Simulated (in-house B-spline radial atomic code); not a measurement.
Whole-atom quantities along the 22-electron series, configuration [Ar] 3d4. Computed with a B-spline radial code for spherical atoms: non-relativistic Hartree-Fock, average of the configuration, point nuclei.

This level leaves out relativity, spin-orbit splitting included, which matters for heavy ions.

```csv
ion,Z,E/Z² (Eh),Σ<r²> (bohr²),n(0)/Z³ (bohr⁻³),Lamb diamagnetic shielding (ppm),repulsion over attraction
Sn28+,50,-2.2081,1.4472,0.70378,4289.34,0.086225
Sb29+,51,-2.2163,1.3758,0.70441,4384.05,0.084703
Te30+,52,-2.2242,1.3095,0.70502,4478.76,0.083232
I31+,53,-2.2318,1.248,0.7056,4573.46,0.08181
Xe32+,54,-2.2392,1.1908,0.70617,4668.16,0.080434
Cs33+,55,-2.2463,1.1374,0.70672,4762.86,0.079103
Ba34+,56,-2.2533,1.0876,0.70726,4857.56,0.077813
La35+,57,-2.2599,1.041,0.70777,4952.26,0.076564
Ce36+,58,-2.2664,0.99734,0.70827,5046.95,0.075353
Pr37+,59,?,?,?,?,?
Nd38+,60,?,?,?,?,?
Pm39+,61,-2.2846,0.88178,0.70968,5331.02,0.071936
Sm40+,62,?,?,?,?,?
Eu41+,63,-2.2959,0.81561,0.71056,5520.4,0.069822
Gd42+,64,-2.3013,0.7853,0.71098,5615.08,0.06881
Tb43+,65,-2.3065,0.75666,0.71138,5709.77,0.067826
Dy44+,66,-2.3116,0.72956,0.71178,5804.45,0.06687
Ho45+,67,-2.3166,0.7039,0.71216,5899.14,0.065939
```

(1) Fill in the row of Pr37+.

(2) Fill in the row of Nd38+.

(3) Fill in the row of Sm40+.

(4) With what power of Z does the column «Σ<r²> (bohr²)» change over this range?

Results:

(1) E/Z² (Eh): -2.2727; Σ<r²> (bohr²): 0.9564; n(0)/Z³ (bohr⁻³): 0.70876; Lamb diamagnetic shielding (ppm): 5141.64; repulsion over attraction: 0.07418.

(2) E/Z² (Eh): -2.2788; Σ<r²> (bohr²): 0.91795; n(0)/Z³ (bohr⁻³): 0.70923; Lamb diamagnetic shielding (ppm): 5236.33; repulsion over attraction: 0.073041.

(3) E/Z² (Eh): -2.2904; Σ<r²> (bohr²): 0.84772; n(0)/Z³ (bohr⁻³): 0.71013; Lamb diamagnetic shielding (ppm): 5425.71; repulsion over attraction: 0.070863.

(4) A fit of the logarithm of its size against log Z from Z = 50 to 67 has slope -2.46. Unscreened non-relativistic hydrogenic orbitals would give -2.
